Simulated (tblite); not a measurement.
A geometry optimisation, step by step.

C₆H₁₂B₂FN.
Atom-mapped SMILES: `[BH2:1][N:2]([B:3]([F:4])[CH2:5][CH:6]=[CH2:7])[CH:8]1[CH2:9][CH2:10]1` (hydrogens: H11, H12 on B1; H13, H14 on C5; H15 on C6; H16, H17 on C7; H18 on C8; H19, H20 on C9; H21, H22 on C10)

Computed with GFN2-xTB (tblite), gas phase: L-BFGS steps from a force-field or distance-geometry start until the largest atomic force falls under 0.01 eV/Å. 6 of its 127 geometries are shown.

Step 0: E = -790.6366 eV, largest atomic force 2.955 eV/Å
```
atom  x, y, z in Å  |  force x, y, z in eV/Å
B1     -0.147   -0.789    2.499   -0.265   0.589  -0.878
N2     -0.104   -0.194    1.080    0.614  -2.860   0.419
B3      0.702   -1.173    0.212   -1.320  -0.706   0.550
F4      0.210   -2.509   -0.029    0.823   2.689   0.398
C5      2.078   -0.716   -0.423    0.348  -0.299   0.210
C6      1.883    0.439   -1.375   -0.167   0.044  -0.661
C7      1.339    0.282   -2.584    0.318   0.013   0.911
C8     -1.457   -0.074    0.570   -0.706   0.550  -0.260
C9     -1.619    1.034   -0.455   -0.379  -0.019   0.487
C10    -2.155    1.221    0.960    0.220  -0.255  -0.416
H11     0.244   -0.157    3.411    0.185  -0.092  -0.308
H12    -0.683   -1.832    2.704    0.071   0.370  -0.157
H13     2.543   -1.566   -0.955   -0.113   0.388   0.154
H14     2.760   -0.406    0.391   -0.243  -0.126  -0.378
H15     2.214    1.438   -1.066   -0.170  -0.539   0.037
H16     1.214    1.133   -3.228   -0.073  -0.120  -0.194
H17     1.004   -0.695   -2.912    0.047   0.307  -0.069
H18    -2.109   -0.986    0.451    0.764   0.770   0.168
H19    -2.415    0.858   -1.208    1.106   0.384   0.263
H20    -0.707    1.635   -0.667   -1.041  -0.753  -0.283
H21    -3.259    1.155    1.045    1.025   0.389   0.367
H22    -1.547    1.920    1.579   -1.043  -0.724  -0.361
```

Step 25: E = -792.5312 eV, largest atomic force 0.374 eV/Å
```
atom  x, y, z in Å  |  force x, y, z in eV/Å
B1     -0.123   -0.617    2.512    0.090  -0.115   0.114
N2     -0.274   -0.606    1.119    0.345   0.121   0.077
B3      0.655   -1.056    0.106   -0.225  -0.137  -0.181
F4      0.074   -1.806   -0.840   -0.136  -0.118  -0.031
C5      2.150   -0.672   -0.308   -0.128  -0.051   0.119
C6      1.911    0.437   -1.299   -0.125   0.052   0.003
C7      1.400    0.261   -2.506    0.081   0.022   0.016
C8     -1.579   -0.273    0.569    0.147   0.035   0.139
C9     -1.639    0.848   -0.422   -0.103   0.155   0.018
C10    -2.171    1.044    0.966   -0.024   0.092  -0.097
H11     0.891   -0.897    3.026    0.127   0.017  -0.244
H12    -1.055   -0.416    3.193   -0.036   0.094  -0.074
H13     2.586   -1.516   -0.847    0.047  -0.012   0.127
H14     2.826   -0.353    0.476    0.011   0.036   0.082
H15     2.101    1.440   -0.953    0.061   0.128   0.150
H16     1.182    1.091   -3.151    0.057   0.053  -0.097
H17     1.175   -0.717   -2.888   -0.028  -0.080  -0.034
H18    -2.212   -1.144    0.437   -0.094   0.135  -0.055
H19    -2.353    0.796   -1.226    0.020  -0.077  -0.120
H20    -0.723    1.363   -0.674    0.010  -0.143  -0.063
H21    -3.239    1.139    1.079   -0.026  -0.103   0.130
H22    -1.593    1.672    1.629   -0.072  -0.104   0.022
```

Step 50: E = -792.7028 eV, largest atomic force 0.129 eV/Å
```
atom  x, y, z in Å  |  force x, y, z in eV/Å
B1      0.073   -0.550    2.383   -0.102  -0.015   0.019
N2     -0.311   -0.626    1.038   -0.005   0.059  -0.013
B3      0.535   -1.154    0.003    0.020  -0.025  -0.010
F4     -0.059   -1.903   -0.927    0.027   0.044  -0.025
C5      2.050   -0.728   -0.237   -0.080  -0.025  -0.031
C6      1.903    0.418   -1.214    0.031   0.029   0.066
C7      1.518    0.291   -2.472    0.043  -0.014  -0.015
C8     -1.644   -0.267    0.588    0.010   0.016  -0.044
C9     -1.746    0.832   -0.429   -0.056   0.113   0.029
C10    -2.228    1.055    0.974    0.017  -0.021   0.027
H11     1.159   -0.875    2.671    0.011   0.036  -0.002
H12    -0.703   -0.221    3.197    0.013   0.029  -0.053
H13     2.642   -1.522   -0.694   -0.045   0.005   0.003
H14     2.555   -0.383    0.663   -0.013  -0.040  -0.073
H15     2.088    1.404   -0.809    0.012   0.008   0.036
H16     1.409    1.145   -3.121    0.012  -0.033   0.013
H17     1.298   -0.671   -2.903    0.021   0.009  -0.001
H18    -2.323   -1.105    0.469    0.052  -0.065   0.070
H19    -2.468    0.753   -1.228   -0.009  -0.047   0.030
H20    -0.828    1.319   -0.724   -0.011  -0.030  -0.011
H21    -3.292    1.117    1.153    0.050  -0.039   0.007
H22    -1.638    1.690    1.617    0.001   0.005  -0.020
```

Step 76: E = -792.8075 eV, largest atomic force 0.161 eV/Å
```
atom  x, y, z in Å  |  force x, y, z in eV/Å
B1      0.184   -0.214    2.188   -0.023   0.077   0.060
N2     -0.338   -0.530    0.920   -0.010   0.009   0.045
B3      0.415   -1.090   -0.155    0.107   0.087  -0.064
F4     -0.277   -1.548   -1.199   -0.027  -0.092   0.011
C5      1.996   -0.987   -0.326   -0.040   0.021  -0.041
C6      2.107    0.306   -1.092    0.041   0.026   0.013
C7      2.058    0.391   -2.410    0.109  -0.021   0.056
C8     -1.750   -0.312    0.683   -0.028   0.029   0.037
C9     -2.191    0.668   -0.361   -0.081   0.100   0.058
C10    -2.349    0.993    1.099   -0.097   0.085  -0.096
H11     1.327   -0.313    2.376    0.089  -0.070   0.062
H12    -0.535    0.159    3.035    0.030  -0.036  -0.034
H13     2.415   -1.799   -0.920   -0.097  -0.011  -0.021
H14     2.551   -0.918    0.606   -0.025  -0.001  -0.028
H15     2.164    1.199   -0.481   -0.005  -0.011  -0.035
H16     2.109    1.334   -2.928   -0.004  -0.018   0.005
H17     1.990   -0.496   -3.019   -0.027   0.044  -0.030
H18    -2.359   -1.203    0.790    0.039  -0.072   0.049
H19    -3.075    0.429   -0.934    0.047   0.005  -0.022
H20    -1.441    1.212   -0.916    0.012  -0.089   0.022
H21    -3.337    1.002    1.539    0.071  -0.005  -0.054
H22    -1.675    1.734    1.505   -0.083  -0.057   0.008
```

Step 101: E = -792.8764 eV, largest atomic force 0.067 eV/Å
```
atom  x, y, z in Å  |  force x, y, z in eV/Å
B1      0.297    0.028    2.061   -0.036   0.015  -0.054
N2     -0.369   -0.404    0.896    0.008   0.009   0.047
B3      0.271   -1.007   -0.230   -0.014  -0.002   0.001
F4     -0.521   -1.516   -1.176   -0.062   0.001   0.005
C5      1.837   -1.077   -0.517   -0.026   0.017   0.003
C6      2.276    0.251   -1.067    0.003  -0.032   0.010
C7      2.556    0.480   -2.338    0.007  -0.007   0.031
C8     -1.817   -0.303    0.835    0.013  -0.024  -0.006
C9     -2.461    0.488   -0.263   -0.015  -0.001  -0.013
C10    -2.512    0.984    1.152   -0.003  -0.010  -0.038
H11     1.457   -0.079    2.130    0.012   0.008   0.016
H12    -0.325    0.478    2.944    0.005  -0.013   0.000
H13     2.032   -1.857   -1.254    0.035   0.021  -0.016
H14     2.417   -1.298    0.379   -0.009   0.020  -0.006
H15     2.326    1.050   -0.338    0.014  -0.002  -0.019
H16     2.865    1.450   -2.693   -0.028  -0.018   0.020
H17     2.495   -0.302   -3.078    0.015   0.008   0.002
H18    -2.317   -1.218    1.139    0.048  -0.029  -0.008
H19    -3.356    0.095   -0.723    0.018   0.037   0.024
H20    -1.806    1.002   -0.950   -0.010  -0.007  -0.004
H21    -3.450    0.936    1.683    0.003   0.005   0.014
H22    -1.906    1.838    1.408    0.022   0.004  -0.009
```

Step 126: E = -792.8814 eV, largest atomic force 0.009 eV/Å
```
atom  x, y, z in Å  |  force x, y, z in eV/Å
B1      0.319    0.099    1.993   -0.001  -0.001   0.003
N2     -0.376   -0.379    0.864    0.002   0.006   0.005
B3      0.233   -1.002   -0.268   -0.003   0.000  -0.001
F4     -0.587   -1.519   -1.184   -0.001  -0.005   0.000
C5      1.797   -1.097   -0.560    0.000  -0.005   0.000
C6      2.301    0.231   -1.046   -0.001  -0.002  -0.002
C7      2.662    0.485   -2.290    0.000   0.005   0.001
C8     -1.826   -0.308    0.853   -0.002  -0.003   0.003
C9     -2.528    0.449   -0.233    0.000   0.001  -0.008
C10    -2.523    0.977    1.170    0.001  -0.002  -0.005
H11     1.482    0.022    2.033    0.001   0.000   0.000
H12    -0.286    0.552    2.886    0.003   0.001   0.002
H13     1.986   -1.852   -1.324   -0.001   0.003  -0.003
H14     2.353   -1.372    0.337    0.004   0.001  -0.002
H15     2.335    1.010   -0.296   -0.001  -0.002   0.000
H16     3.011    1.457   -2.595   -0.003  -0.001  -0.003
H17     2.627   -0.272   -3.058    0.004   0.002   0.008
H18    -2.288   -1.229    1.195   -0.004  -0.005  -0.001
H19    -3.440    0.039   -0.639   -0.001  -0.002   0.003
H20    -1.915    0.954   -0.963    0.003   0.006  -0.001
H21    -3.436    0.934    1.746    0.002   0.005   0.003
H22    -1.912    1.841    1.379    0.000   0.000  -0.003
```

**Question.** Summarise the path.

**Answer.** The energy falls by 51.77 kcal/mol from step 0 to step 126; nine tenths of that is first reached at step 38. It falls at every step. The largest force goes from 2.955 to 0.009 eV/Å. Among the bonds B1–N2 changes most, from 1.540 to 1.409 Å; the atoms move by 1.220 Å rms after alignment.

**Question.** Follow the three bonds and two angles with the largest change from start to end.

**Answer.** 
```tsv
step	E above end (kcal/mol)	largest force (eV/Å)	B1–N2 (Å)	B3–F4 (Å)	N2–B3 (Å)	B1–N2–B3 (°)	B1–N2–C8 (°)
0	51.77	2.955	1.540	1.443	1.536	106.8	109.3
5	37.00	0.356	1.465	1.342	1.457	113.8	110.8
11	33.53	0.937	1.452	1.339	1.450	114.6	111.6
16	20.33	1.159	1.411	1.341	1.437	125.0	116.6
22	10.36	0.490	1.402	1.341	1.445	128.4	117.0
27	7.31	0.249	1.404	1.337	1.445	130.1	118.1
33	5.82	0.221	1.399	1.336	1.436	128.5	119.3
38	5.12	0.182	1.397	1.335	1.439	127.3	120.5
44	4.51	0.132	1.401	1.333	1.439	124.8	121.7
49	4.18	0.133	1.401	1.333	1.438	123.4	122.6
55	3.87	0.100	1.400	1.333	1.436	122.8	122.4
60	3.43	0.161	1.401	1.334	1.432	123.6	121.1
66	2.77	0.214	1.406	1.334	1.426	124.2	119.9
71	2.23	0.195	1.408	1.335	1.435	125.1	118.6
77	1.51	0.209	1.407	1.334	1.426	124.7	118.5
82	0.95	0.107	1.410	1.334	1.430	125.7	118.3
88	0.62	0.156	1.409	1.334	1.428	124.5	119.0
93	0.33	0.086	1.409	1.334	1.429	124.5	119.3
99	0.16	0.064	1.409	1.334	1.430	124.4	119.1
104	0.07	0.046	1.409	1.334	1.429	124.9	119.2
110	0.03	0.019	1.410	1.335	1.428	125.2	119.0
115	0.02	0.019	1.409	1.334	1.428	125.2	119.0
121	0.01	0.026	1.409	1.334	1.429	125.0	118.8
126	0.00	0.009	1.409	1.334	1.428	125.0	118.8
```

What follows is the cost of the whole relaxation. Time: 1.8 s wall. Hardware: one thread, Arm Neoverse N1 (aarch64), no GPU, shared host.
